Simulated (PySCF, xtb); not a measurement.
AlClH₂Se₂, SMILES [Cl][Al]([SeH])[SeH].

xtb with GFN2-xTB at its own geometry gives an orbital gap of 3.51 eV and a dipole moment of 0.28 D.

Geometry optimised at B3LYP-D3(BJ)/def2-SVP. The structure was generated by enumeration; whether it is a known compound was not checked. Other conformers were not sampled.

Task: What does PBE/def2-TZVP in PySCF give? (The exact figures need the calculation; the answer reports its results.)

Result: gap 4.46 eV (levels -6.35 and -1.89 eV), dipole 1.81 D.
